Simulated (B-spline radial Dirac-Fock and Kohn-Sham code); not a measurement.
**Binding energies of Ta²³⁺**

System: Ta²³⁺, [Kr] 4d10 4f4; nuclear rms radius 5.3507 fm (A = 181).

Input file task.json (cfg lists n, l and occupation; rrms is the nuclear radius in fm):

```json
{"items": [{
  "Z": 73,
  "q": 23,
  "cfg": [[1, 0, 2], [2, 0, 2], [2, 1, 6], [3, 0, 2], [3, 1, 6], [3, 2, 10], [4, 0, 2], [4, 1, 6], [4, 2, 10], [4, 3, 4]],
  "A": 181,
  "rrms": 5.3507,
  "do": ["binding"]
}]}
```

Command: `python xray_run.py task.json out`

These are calculated numbers from a radial atomic solver; the model is ΔSCF Dirac-Fock with Breit, self-energy and vacuum polarisation, finite nucleus, configuration average. Correlation and solid-state effects are left out. Energies are counted from the vacuum level.

All terms are in eV, carry their sign (relaxation lowers the binding energy) and add up to the binding energy; ⟨r⟩ is the mean radius of the orbital in the initial state.

```tsv
subshell	−ε (Koopmans)	relaxation	Gaunt	retardation	self-energy	vacuum polarisation	binding energy	⟨r⟩ (bohr)
1s	68530.1	-70.46	-241.06	21.89	-140.99	26.34	68125.8	0.019
2s	12483.3	-35.09	-26.44	1.89	-20.14	3.53	12407.0	0.078
2p1/2	11934.6	-39.59	-45.47	4.92	-0.04	0.14	11854.6	0.065
2p3/2	10662.5	-36.58	-31.45	6.62	-1.44	-0.13	10599.5	0.073
3s	3457.5	-13.37	-4.87	0.31	-4.62	0.79	3435.8	0.203
3p1/2	3214.9	-14.30	-8.51	0.81	-0.10	0.03	3192.9	0.194
3p3/2	2935.7	-13.02	-5.66	1.24	-0.36	-0.04	2917.9	0.208
3d3/2	2532.3	-15.39	-3.65	0.31	0.34	-0.04	2513.9	0.182
3d5/2	2472.3	-14.90	-2.50	0.34	0.17	-0.04	2455.4	0.187
4s	1243.2	-2.67	-1.23	0.10	-1.22	0.21	1238.4	0.442
4p1/2	1139.8	-2.69	-2.09	0.22	-0.02	0.01	1135.2	0.445
4p3/2	1067.4	-2.32	-1.35	0.33	-0.09	-0.01	1064.0	0.470
4d3/2	894.9	-2.39	-0.75	0.08	0.08	-0.01	891.9	0.473
4d5/2	880.6	-2.25	-0.47	0.09	0.04	-0.01	878.0	0.481
4f	677.6	-2.38	0.06	-0.01	0.05	-0.01	675.3	0.475
```

For the deepest level, K (1s), the Breit terms make up -0.322 % of the binding energy, QED -0.168 % and orbital relaxation -0.103 %.

Spin-orbit splittings: 2p 1255.0 eV, 3p 275.0 eV, 3d 58.47 eV, 4p 71.24 eV, 4d 13.94 eV.

Going to the tabulated ground configuration of the next ion removes an electron from N6,7 (4f), computed at 675.3 eV. NIST lists 700 ± 30 eV as the ionisation energy of this species (theoretical), +24.73 eV from the computed value, within the stated uncertainty.
